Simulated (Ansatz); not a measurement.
Potential energy curve for SiBe, lowest singlet found (which spin is the ground state isn't settled by this scan).

RKS-PBE = Ansatz (a program for electronic structure) with restricted PBE/aug-cc-pVDZ; RKS-CAM-B3LYP = Ansatz with restricted CAM-B3LYP/aug-cc-pVDZ; FCI = full CI/aug-cc-pVDZ, frozen core in Ansatz.

Energies relative to the lowest point of each curve between 1.81 and 2.46 Å, where full CI is lowest, in eV; the last columns give the error against full CI:

| R / Å | RKS-PBE | RKS-CAM-B3LYP | FCI | RKS-PBE − FCI | RKS-CAM-B3LYP − FCI |
|---|---|---|---|---|---|
| 1.48 | 4.904 | 4.680 | 5.199 | -0.295 | -0.519 |
| 1.62 | 2.454 | 2.278 | 2.672 | -0.218 | -0.394 |
| 1.72 | 1.371 | 1.233 | 1.536 | -0.165 | -0.303 |
| 1.81 | 0.734 | 0.632 | 0.857 | -0.122 | -0.225 |
| 1.88 | 0.406 | 0.330 | 0.499 | -0.093 | -0.168 |
| 1.98 | 0.126 | 0.086 | 0.182 | -0.056 | -0.096 |
| 2.03 | 0.051 | 0.027 | 0.090 | -0.039 | -0.063 |
| 2.08 | 0.009 | 0.000 | 0.033 | -0.024 | -0.033 |
| 2.17 | 0.000 | 0.014 | 0.000 | 0.000 | 0.014 |
| 2.21 | 0.018 | 0.039 | 0.008 | 0.010 | 0.031 |
| 2.34 | 0.139 | 0.177 | 0.100 | 0.039 | 0.076 |
| 2.46 | 0.306 | 0.343 | 0.242 | 0.064 | 0.101 |

RKS-PBE is furthest from FCI at 1.48 (-0.295 eV, below); its mean absolute error over the points is 0.094 eV.

RKS-CAM-B3LYP is furthest from FCI at 1.48 (-0.519 eV, below); its mean absolute error over the points is 0.169 eV.

The scan ran from 1.48 to 7.02 Å; beyond the distances shown full CI changes its symmetry label. The restricted form behind RKS-PBE, RKS-CAM-B3LYP keeps the bonding electrons paired and can't separate into open-shell fragments. Also computed but left out beside FCI, since their determinant holds another spin at the minimum (<S²> over 0.7 above the pure value): UHF, UMP2, UCCSD, UCCSD(T), UKS-CAM-B3LYP, UKS-PBE0, UKS-PBE, UKS-B3LYP/6-31G*, UHF/STO-3G, UKS-B3LYP/LANL2DZ, UMP2/6-31G*.
